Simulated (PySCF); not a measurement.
Coordinates in bohr (charge 1 multiplicity 1):
```
Sb    0.0000    0.0000    0.0000
Cl    2.5050    2.5050   -2.5050
Cl    2.5050   -2.5050    2.5050
Cl   -2.5050   -2.5050   -2.5050
Cl   -2.5050    2.5050    2.5050
```

Method: B3LYP in PySCF with Sb def2-SVP with ECP28, Cl def2-SVP; scalar-relativistic core potentials, no spin–orbit coupling; density-fitted integrals.

This geometry of SbCl₄⁺ is a stationary point at this level.

Question: What is the point group?

Answer: Td.

Question: Is it a minimum?

Answer: Yes: all harmonic wavenumbers are real.

Question: List the harmonic modes with their infrared intensities.

Answer: 
| symmetry | ω (cm⁻¹) | IR (km/mol, summed over degenerate members) | type |
| --- | --- | --- | --- |
| e | 102 | 0.0 | bend |
| t2 | 129 | 19.9 | bend |
| a1 | 364 | 0.0 | stretch |
| t2 | 423 | 108 | stretch |

Question: Give the atomic charges and bond orders.

Answer: 
```
     atom  Mulliken  Löwdin  polar tensor  Mayer order to Sb1
      Sb1      1.03    0.51          2.05                   –
Cl2,3,4,5     -0.01    0.12         -0.26                1.14
```

In Td the vibrations span e + 2t2 + a1. The a1, e modes carry no infrared intensity, as symmetry demands.

Other isomers or separated fragments may lie lower.
